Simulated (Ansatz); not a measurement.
Stepwise reaction of `C[SiH](F)[SiH](F)F` with hydrogen, as a gas-phase model of exchange steps in deposition or etching. ΔE in kJ/mol.

Calculated with Ansatz (gas phase, PBE0-D4/def2-TZVP geometries, no zero-point term in ΔE). CCSD(T)/CBS is the MP2 limit (def2-TZVPP, def2-QZVPP) plus CCSD(T) − MP2 in def2-TZVPP, frozen cores. This one scheme is used for every species. DFT in def2-TZVPP. B3LYP here is the variant with VWN-RPA as its local correlation; programs differ in this. Each species was taken in one conformer, which may not be the lowest.

| step | reaction | PBE-D4 | B3LYP-D4 | ωB97M-V | CCSD(T)/CBS |
| --- | --- | --- | --- | --- | --- |
| 1 | `C[SiH](F)[SiH](F)F` + H₂ → `C[SiH2][SiH](F)F` + H–F | 99.2 | 109.1 | 107.5 | 103.7 |

Q: Give the row of step 2, `C[SiH2][SiH](F)F` + H₂ → `C[SiH2][SiH2]F` + H–F. (Estimate.)

A: The calculation gave: 
```json
{"step": "2", "reaction": "`C[SiH2][SiH](F)F` + H₂ → `C[SiH2][SiH2]F` + H–F", "PBE-D4": "124.0", "B3LYP-D4": "132.3", "ωB97M-V": "132.1", "CCSD(T)/CBS": "128.1"}
```

Q: By hand: ΔE of the 2 steps together at CCSD(T)/CBS.

A: (103.7) + (128.1) = 231.8 kJ/mol, or 115.9 kJ/mol a step.

In ΔE each step is higher than the one before. All are uphill at CCSD(T)/CBS. PBE-D4 differs from CCSD(T)/CBS by -4.5 to -4.1 kJ/mol a step. Only this route is followed, and other bonds may react first. Isolated molecules leave out the surface, adducts and barriers. Largest T1 diagnostic: 0.012.
